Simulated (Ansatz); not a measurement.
A calculation with Ansatz (development build ahead of 0.2.0).

```yaml
crystal:
  periodic: [false, false, false]
  atoms:
    - { symbol: Si, position_ang: [0.0, 0.0, 0.0] }
basis:
  gaussian: { orbitals: "6-31G" }
magnetization:
  initial_magnetization: 2
hamiltonian:
  xc: hf
correlation:
  method: bccd_t
  frozen_orbitals: { Si: 5 }
```

The input is written out in the form of the current development build from the run's settings. Correlation on restricted open-shell orbitals is semicanonical, with singles.

Results

```yaml
Converged: yes
Reference_energy_starting_determinant: -288.82843 hartree
Correlation_energy: -0.02358 hartree
Total_energy: -288.85201 hartree
Spin_squared_of_the_determinant: 2.000
```
